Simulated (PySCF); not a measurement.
H5N2O2Ta, SMILES [NH2][Ta]([NH2])(=[O])[OH], multiplicity 1. Atoms are numbered in the order given.

```xyz
10

Ta    -0.0350     0.0148     0.0000
O     -1.7443    -0.2038     0.0000
O      0.5279     1.8514     0.0000
H      0.0967     2.7088     0.0000
N      0.6331    -0.8791    -1.6459
H      0.0609    -1.4221    -2.2862
H      1.6035    -0.9111    -1.9481
N      0.6331    -0.8791     1.6459
H      0.0609    -1.4221     2.2862
H      1.6035    -0.9111     1.9481
```
Charge 0, spin multiplicity 1.

The structure is a stationary point at PBE0-D3(BJ)/def2-SVP. The multiplicity is an assumed one; other spin states were not compared. The def2 effective core potentials stand for the cores of Ta; spin–orbit coupling is left out. One conformer was computed; it need not be the lowest.

Method: PBE/def2-TZVP (PySCF).

Isolated molecule, no solvent.

Computed frontier levels, gap, dipole moment and polarisability:
```json
{
 "highest_occupied_level": "-5.88 eV",
 "lowest_empty_level": "-0.90 eV",
 "orbital_gap": "4.98 eV",
 "dipole_moment": "0.563 e·Å",
 "quadrupole, principal values (traceless, Buckingham form, about the centre of nuclear charge)": "-9.71, 4.16, 5.55 D·Å",
 "mean_static_polarisability": "62.5 bohr³ (9.26 Å³)",
 "polarisability_principal_values": "58.8, 62.2, 66.5 bohr³"
}
```
